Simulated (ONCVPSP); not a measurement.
**beryllium: one change to an ONCV potential, before and after**

Be, optimised norm-conserving Vanderbilt (ONCV), made with ONCVPSP 4.0.1 (PBE, non-relativistic). Core none, reference 1s2 2s1 (charge +1). Waves: 1s+2s: rc 0.90 bohr, ncon 4, nbas 8, qcut 12.1 1/bohr, 2 projectors; p scattering state at 0.1 Ha: rc 0.75 bohr, ncon 4, nbas 9, qcut 9.3 1/bohr, 2 projectors, debl 0.9 Ha. Local part: polynomial inside 0.50 bohr (lpopt 5, dvloc0 0 Ha). Core correction: none.

All-electron outer shells of the reference configuration (PBE, non-relativistic, ld1.x):

```
shell  level (eV)  outermost node (bohr)  outermost maximum (bohr)
   1s     -117.77                      –                      0.27
   2s      -13.70                   0.59                      1.89
```

Change: s: ncon 5, nbas 9.

Cutoffs: the cutoffs (Ha) at which the residual kinetic energy of the hardest occupied pseudo-wave falls to 1 and 0.1 mHa per electron; they do not see the model core or the augmentation charge, which bear on the density cutoff. Errors are all-electron minus pseudo energies relative to the spin-unpolarised reference configuration.

**Question.** Predict the effect on cutoff, ghosts and configuration errors.

**Answer.** The potential gets harder (61 Ha and 71 Ha → 67 Ha and 156 Ha); the errors of the 4 common tests hardly move; neither file shows a bound ghost.

| quantity | base | changed |
| --- | --- | --- |
| cutoff, loose | 61 Ha | 67 Ha |
| cutoff, tight | 71 Ha | 156 Ha |
| bound ghosts | none | none |
| GHOST(+) flags under 300 eV | none | none |
| error for 1s2 2s2, meV [ΔE -9.55 eV] | +0.6 | +0.6 |
| error for 1s2 2s0, meV [ΔE 17.94 eV] | +2.0 | +1.9 |
| error for 1s2 2s1.5, meV [ΔE -5.79 eV] | +0.2 | +0.2 |
| error for 1s2 2s1 2p1, meV [ΔE -5.94 eV] | -0.2 | -0.1 |
| s: phases at 0.91 bohr within 0.05 rad from the reference energy up to (Ha; the scan ends near 5) | to the end of the scan | to the end of the scan |
| p: phases at 0.76 bohr within 0.05 rad from the reference energy up to (Ha; the scan ends near 5) | to the end of the scan | to the end of the scan |
